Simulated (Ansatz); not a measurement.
Reaction (redistribution): `[SiH3][CH]1[NH][AlH]1` + `B[SiH](C)N=C` → `B[SiH2][CH]1[NH][AlH]1` + `C=N[SiH2]C`

Computed with Ansatz on PBE0-D4/def2-TZVP structures; ΔE is electronic, products minus reactants. CCSD(T)/CBS adds triple-zeta CCSD(T) − MP2 to the extrapolated MP2 energy (def2 sets, frozen cores). DFT in def2-TZVPP. One conformer a species, not always the lowest.

(1) Is it downhill or uphill in electronic energy at CCSD(T)/CBS, and by how much? (Estimate.)

(2) What do these levels give: ωB97M-V, r2SCAN, CCSD(T)/def2-TZVPP, HF/def2-QZVPP, MP2/def2-QZVPP, SCS-MP2/def2-QZVPP? (Best estimate.)

Largest T1 diagnostic among the species: 0.015.

## Answers

(1) Ansatz gave: Nearly level: ΔE = -0.3 kJ/mol.

(2) The calculation gave: ωB97M-V 1.1, r2SCAN -3.0, CCSD(T)/def2-TZVPP 0.0, HF/def2-QZVPP 2.7, MP2/def2-QZVPP -0.5, SCS-MP2/def2-QZVPP 0.3 kJ/mol.
